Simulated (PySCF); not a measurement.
**Electronic absorption of C6H10N2**

Compound: C6H10N2.
SMILES: `CC#C[C@H](N)/C=N/C`

Level of theory: TDDFT PBE0/def2-SVPD, vertical, gas phase, core orbitals frozen in the response in PySCF 2.14.0, density-fitted response routines. Geometry: GFN2-xTB, one conformer, isolated molecule. Torsions of this conformer, `[CH3:1][C:2]#[C:3][C@H:4]([NH2:5])/[CH:6]=[N:7]/[CH3:8]`: C3–C4–C6–N7 123°, H–N5–C4–C3 -57°, H–N5–C4–C3 -173°.

```tsv
state	E (eV)	λ (nm)	ν̃ (cm⁻¹)	f	|μ| (D)	main configurations (H = HOMO, L = LUMO)
S1	5.17	239.6	41730	0.0039	0.45	H-1→L (61%), H→L (20%), H-3→L (17%)
S2	5.50	225.6	44330	0.0005	0.15	H→L (79%), H-1→L (18%)
S3	6.16	201.4	49650	0.0002	0.09	H-2→L (47%), H-3→L (33%)
S4	6.26	198.2	50470	0.026	1.05	H-2→L (43%), H-3→L (25%), H→L+1 (11%)
S5	6.36	194.8	51330	0.062	1.60	H→L+1 (56%), H-3→L (15%), H→L+2 (8%)
S6	6.58	188.4	53080	0.0030	0.35	H-1→L+1 (40%), H-1→L+2 (14%), H-3→L+1 (9%)
```

Triplets (Tamm–Dancoff): T1 4.37 eV, H-1→L (66%), H-3→L (21%), H→L (9%); T2 4.98 eV, H-4→L (72%), H-3→L (9%), H-2→L (8%).

The lowest singlet lies at 5.17 eV (240 nm, ultraviolet) and is very weak; its leading configuration is HOMO-1→LUMO (61%). The strongest level in the table is S5 at 6.36 eV (195 nm, f = 0.062). Löwdin shares by element: HOMO nitrogen 50% or more, carbon 25% or more (atoms not listed hold the other 26%); LUMO carbon 39% or more, nitrogen 33% or more, hydrogen 6% or more (atoms not listed hold the other 21%). The oscillator strengths of these states sum to 0.095; summed over the whole spectrum of an exact calculation they would give the number of electrons, 60 (Thomas–Reiche–Kuhn). Weighted by f, the mean energy of these states is 6.29 eV. Orbital energies (eV): HOMO-3 -7.65, HOMO-2 -7.56, HOMO-1 -7.22, HOMO -6.92, LUMO -0.14, LUMO+1 0.66, LUMO+2 0.92. No computed singlet lies in the visible range (380 to 750 nm); the lowest, at 240 nm, stands 1.91 eV above its violet end (3.26 eV). Singlets were solved by full linear response, triplets in the Tamm–Dancoff approximation.
